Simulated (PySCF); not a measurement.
Electrostatic solvation of a mixed set.

All values: PBE0/def2-SVPD (PySCF, non-relativistic), each on one gas-phase PBE0-D3(BJ)/def2-SVP geometry that isn't relaxed in the solvent. The solvent is an IEF-PCM continuum (cavity from Bondi-type radii × 1.2). The model holds no explicit solvent molecules, cavitation or dispersion.

Question: Order them by E(solvent) − E(gas) in acetonitrile (ε = 35.69), most negative first (kcal/mol).
A. `Cc1cn(C)cn1`
B. `[C+]C#C` [singlet]
C. `C[C@H]1[C@H]2C=C[C@@H]1C=C2`

Answer: B (-67.3), A (-7.6), C (-2.2).

| SMILES | charge | ΔE (kcal/mol) | polarisation term (kcal/mol) | HOMO shift (eV) | dipole gas (D) | dipole solvent (D) | atoms | lowest singlet, gas (eV) | lowest singlet, solvent (eV) |
| --- | --- | --- | --- | --- | --- | --- | --- | --- | --- |
| [C+]C#C | 1 | -67.3 | -68.4 | +5.07 | – | – | 4 | 3.13 | 3.43 |
| Cc1cn(C)cn1 | 0 | -7.6 | -9.6 | -0.11 | 3.75 | 5.19 | 15 | 5.85 | 6.16 |
| C[C@H]1[C@H]2C=C[C@@H]1C=C2 | 0 | -2.2 | -2.4 | -0.03 | 0.17 | 0.33 | 18 | 4.95 | 4.95 |

The ion comes first with 67.3 kcal/mol, the neutral species gain 7.6 at most. The polarisation term is half the interaction of the solute with the induced surface charges. No dipole is given for ions, as it depends on the origin. Singlets are vertical TDDFT energies (frozen core, non-equilibrium response), the lowest in each medium.
